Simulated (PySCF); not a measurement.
Isomers of C7H10O3.

All values: PBE0/pcSseg-1 (PySCF) at GFN2-xTB geometries, gas phase, one conformer each.

Task: Rank by the highest Hirshfeld charge on any atom, lowest value first.
A. `[CH3:1][C:2](=[O:3])[O:4][C:5](=[O:6])[CH2:7][CH:8]1[CH2:9][CH2:10]1` with C1–C2–O4–C5 165°, C2–O4–C5–O6 -18°, O4–C5–C7–C8 -76°, C5–C7–C8–C9 -77°
B. `[CH3:1][O:2][C:3]1=[CH:4][C@@H:5]([O:6][CH3:7])[CH:8]=[CH:9][O:10]1` with C1–O2–C3–C4 174°, C4–C5–O6–C7 -71°
C. `[CH:1]#[C:2][CH2:3][CH2:4][CH2:5][O:6][C:7](=[O:8])[O:9][CH3:10]` with C2–C3–C4–C5 66°, C3–C4–C5–O6 -174°, C4–C5–O6–C7 -79°, C5–O6–C7–O8 -1°, O6–C7–O9–C10 180°

Result: B (+0.141 e), A (+0.227 e), C (+0.264 e).

Task: Rank by HOMO–LUMO gap, lowest first.
A. `[CH3:1][O:2][C:3]1=[CH:4][C@@H:5]([O:6][CH3:7])[CH:8]=[CH:9][O:10]1` with C1–O2–C3–C4 174°, C4–C5–O6–C7 -71°
B. `[CH:1]#[C:2][CH2:3][CH2:4][CH2:5][O:6][C:7](=[O:8])[O:9][CH3:10]` with C2–C3–C4–C5 66°, C3–C4–C5–O6 -174°, C4–C5–O6–C7 -79°, C5–O6–C7–O8 -1°, O6–C7–O9–C10 180°
C. `[CH3:1][C:2](=[O:3])[O:4][C:5](=[O:6])[CH2:7][CH:8]1[CH2:9][CH2:10]1` with C1–C2–O4–C5 165°, C2–O4–C5–O6 -18°, O4–C5–C7–C8 -76°, C5–C7–C8–C9 -77°
D. `[CH2:1]=[CH:2][CH2:3][O:4][C:5](=[O:6])[O:7][CH2:8][CH:9]=[CH2:10]` with C1–C2–C3–O4 134°, C2–C3–O4–C5 162°, C3–O4–C5–O6 0°, O4–C5–O7–C8 -177°, C5–O7–C8–C9 84° (diallyl carbonate)

Result: A (6.56 eV), C (6.91 eV), D (7.77 eV), B (8.86 eV).

Task: Rank by the lowest Hirshfeld charge on any atom, lowest value first.
A. `[CH3:1][C:2](=[O:3])[O:4][C:5](=[O:6])[CH2:7][CH:8]1[CH2:9][CH2:10]1` with C1–C2–O4–C5 165°, C2–O4–C5–O6 -18°, O4–C5–C7–C8 -76°, C5–C7–C8–C9 -77°
B. `[CH3:1][O:2][C:3]1=[CH:4][C@@H:5]([O:6][CH3:7])[CH:8]=[CH:9][O:10]1` with C1–O2–C3–C4 174°, C4–C5–O6–C7 -71°
C. `[CH:1]#[C:2][CH2:3][CH2:4][CH2:5][O:6][C:7](=[O:8])[O:9][CH3:10]` with C2–C3–C4–C5 66°, C3–C4–C5–O6 -174°, C4–C5–O6–C7 -79°, C5–O6–C7–O8 -1°, O6–C7–O9–C10 180°

Result: C (-0.274 e), A (-0.233 e), B (-0.159 e).

All values together:

| SMILES | μ (D) | HOMO (eV) | LUMO (eV) | lowest IAO charge (e) | highest IAO charge (e) | lowest Hirshfeld charge (e) | highest Hirshfeld charge (e) |
| --- | --- | --- | --- | --- | --- | --- | --- |
| CC(=O)OC(=O)CC1CC1 | 4.21 | -7.65 | -0.74 | -0.477 (C) | +0.536 (C) | -0.233 (O) | +0.227 (C) |
| C#CCCCOC(=O)OC | 0.59 | -7.89 | 0.97 | -0.517 (O) | +0.662 (C) | -0.274 (O) | +0.264 (C) |
| COC1=C[C@@H](OC)C=CO1 | 1.48 | -6.24 | 0.31 | -0.406 (O) | +0.382 (C) | -0.159 (O) | +0.141 (C) |
| C=CCOC(=O)OCC=C | 0.25 | -7.85 | -0.08 | -0.511 (O) | +0.664 (C) | -0.274 (O) | +0.261 (C) |

Conformers: `[CH3:1][C:2](=[O:3])[O:4][C:5](=[O:6])[CH2:7][CH:8]1[CH2:9][CH2:10]1` with C1–C2–O4–C5 165°, C2–O4–C5–O6 -18°, O4–C5–C7–C8 -76°, C5–C7–C8–C9 -77°; `[CH:1]#[C:2][CH2:3][CH2:4][CH2:5][O:6][C:7](=[O:8])[O:9][CH3:10]` with C2–C3–C4–C5 66°, C3–C4–C5–O6 -174°, C4–C5–O6–C7 -79°, C5–O6–C7–O8 -1°, O6–C7–O9–C10 180°; `[CH3:1][O:2][C:3]1=[CH:4][C@@H:5]([O:6][CH3:7])[CH:8]=[CH:9][O:10]1` with C1–O2–C3–C4 174°, C4–C5–O6–C7 -71°; `[CH2:1]=[CH:2][CH2:3][O:4][C:5](=[O:6])[O:7][CH2:8][CH:9]=[CH2:10]` with C1–C2–C3–O4 134°, C2–C3–O4–C5 162°, C3–O4–C5–O6 0°, O4–C5–O7–C8 -177°, C5–O7–C8–C9 84°.
